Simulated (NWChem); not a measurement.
CH5O cation; SMILES C[OH2+]

```xyz
7

C     -0.0013     0.7990     0.0000
O     -0.0310    -0.6868     0.0000
H     -0.5445     1.0999    -0.9020
H     -0.5445     1.0999     0.9020
H      1.0418     1.1368     0.0000
H      0.3249    -1.1179    -0.8022
H      0.3249    -1.1179     0.8022
```
Atoms are numbered in this order, from 1.

All runs: NWChem. All runs use the structure optimised with PBE0/def2-SVP. Level: PBE/def2-SVP with SMD (1 M gas to 1 M solution), gas-phase geometry. Reactions with the solvent are ignored.

Predict the results for solvent water. Quantities: solvation free energy (kcal/mol); cavity-dispersion-structure term (kcal/mol).

The solvation free energy (kcal/mol) is -79.1 and the cavity-dispersion-structure term (kcal/mol) is 3.3.
